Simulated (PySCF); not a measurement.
Ga(OH)2(SMe) (CH₅GaO₂S), SMILES C[S][Ga]([OH])[OH]. The structure is a stationary point at PBE-D3(BJ)/def2-SVP. The structure was generated by enumeration; whether it is a known compound was not checked. Other conformers were not sampled.

Computed equilibrium geometry at PBE-D3(BJ)/def2-SVP (PySCF confirms it by a frequency run) as a Z-matrix, and its point group (one conformer of several):
point group Cs.
```
Ga
O 1 1.8020
H 2 0.9746 1 112.46
O 1 1.8114 2 123.56 3 0.00
H 4 0.9740 1 113.27 2 0.00
S 1 2.1918 2 120.61 3 180.00
C 6 1.8498 1 99.04 2 180.00
H 7 1.1053 6 111.55 1 0.00
H 7 1.1064 8 109.45 4 120.06
H 7 1.1064 8 109.45 9 119.87
```
Charge 0, spin multiplicity 1.
